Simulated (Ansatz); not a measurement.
Isomers of CH₅FOSn, relaxed with PBE0-D4/def2-TZVP in Ansatz; electronic energies, one conformer each and not always the lowest. Functionals use def2-TZVPP; CBS adds triple-zeta CCSD(T) − MP2 to the MP2 limit of def2-TZVPP and def2-QZVPP.

Elements past krypton have def2 core potentials. Outer-core shells of Sn are correlated without core-valence functions. Spin–orbit coupling is left out.

(1) Order them by energy at frozen-core CCSD(T)/CBS, lowest first. (An estimate is asked.)
A. `[CH3][SnH]([OH])[F]`
B. `C[O][SnH2][F]`
C. `FC[O][SnH3]`

(2) How do ωB97M-V, B3LYP-D4, MP2/CBS(def2), PBE-D4 place them (kcal/mol, against `[CH3][SnH]([OH])[F]`)? (Estimate.)

Results:

(1) A (0.0 kcal/mol), B (24.5 kcal/mol), C (49.2 kcal/mol).

(2) Computed: 
```
         isomer  ωB97M-V  B3LYP-D4  MP2/CBS(def2)  PBE-D4
  `FC[O][SnH3]`     44.5      44.3           53.4    44.2
`C[O][SnH2][F]`     22.8      21.6           26.7    22.3
```

B3LYP here is the variant with VWN-RPA as its local correlation; programs differ in this.
